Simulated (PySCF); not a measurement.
C2H6OSTe, SMILES CO[Te]SC.

Geometry optimised at PBE0-D3(BJ)/def2-SVP. The structure was generated by enumeration, and PubChem lists no compound with its InChIKey, so it may never have been made. The def2 effective core potentials stand for the cores of Te; spin–orbit coupling is left out. Other conformers were not sampled.

Computed with PBE0-D3(BJ)/def2-SVP (PySCF).

Frequencies are harmonic and unscaled.

| mode | ν (cm⁻¹) | IR (km/mol) | Raman (Å⁴/amu) | depolarisation | moving atoms (share of kinetic energy) |
|---|---|---|---|---|---|
| 1 | 59 | 0.7 | 4.9 | 0.69 | C 61 %, H 26 % |
| 2 | 97 | 5.7 | 1.1 | 0.75 | H 30 %, C 28 %, S 22 %, O 16 % |
| 3 | 129 | 1.6 | 0.9 | 0.66 | H 78 %, O 11 % |
| 4 | 152 | 2.0 | 0.8 | 0.58 | H 72 %, S 19 % |
| 5 | 186 | 2.8 | 4.4 | 0.40 | H 43 %, C 32 %, S 13 % |
| 6 | 226 | 7.7 | 1.9 | 0.70 | O 34 %, H 28 %, C 15 %, Te 13 %, S 10 % |
| 7 | 291 | 2.7 | 2.7 | 0.24 | C 36 %, O 26 %, H 22 %, Te 13 % |
| 8 | 366 | 11.8 | 9.6 | 0.22 | S 78 %, Te 19 % |
| 9 | 548 | 44.3 | 27.2 | 0.24 | O 77 %, Te 11 % |
| 10 | 716 | 1.5 | 10.2 | 0.28 | C 57 %, S 31 %, H 12 % |
| 11 | 960 | 2.8 | 3.6 | 0.75 | H 83 %, C 15 % |
| 12 | 963 | 11.6 | 4.1 | 0.62 | H 78 %, C 18 % |
| 13 | 1112 | 130.1 | 10.8 | 0.32 | O 49 %, C 45 % |
| 14 | 1172 | 2.4 | 3.4 | 0.75 | H 76 %, C 19 % |
| 15 | 1181 | 14.2 | 2.5 | 0.13 | H 72 %, C 21 % |
| 16 | 1322 | 6.2 | 4.4 | 0.49 | H 86 %, C 14 % |
| 17 | 1435 | 12.3 | 18.7 | 0.74 | H 96 % |
| 18 | 1448 | 9.6 | 14.1 | 0.59 | H 92 % |
| 19 | 1450 | 10.6 | 9.7 | 0.74 | H 94 % |
| 20 | 1453 | 11.3 | 19.7 | 0.75 | H 95 % |
| 21 | 1481 | 15.8 | 15.9 | 0.75 | H 95 % |
| 22 | 3002 | 76.5 | 161.9 | 0.04 | H 97 % |
| 23 | 3066 | 13.0 | 200.6 | 0.07 | H 98 % |
| 24 | 3084 | 31.9 | 52.9 | 0.72 | H 90 %, C 10 % |
| 25 | 3124 | 16.9 | 207.6 | 0.50 | H 91 %, C 9 % |
| 26 | 3181 | 0.6 | 129.0 | 0.69 | H 90 %, C 10 % |
| 27 | 3200 | 0.8 | 49.6 | 0.73 | H 90 %, C 10 % |
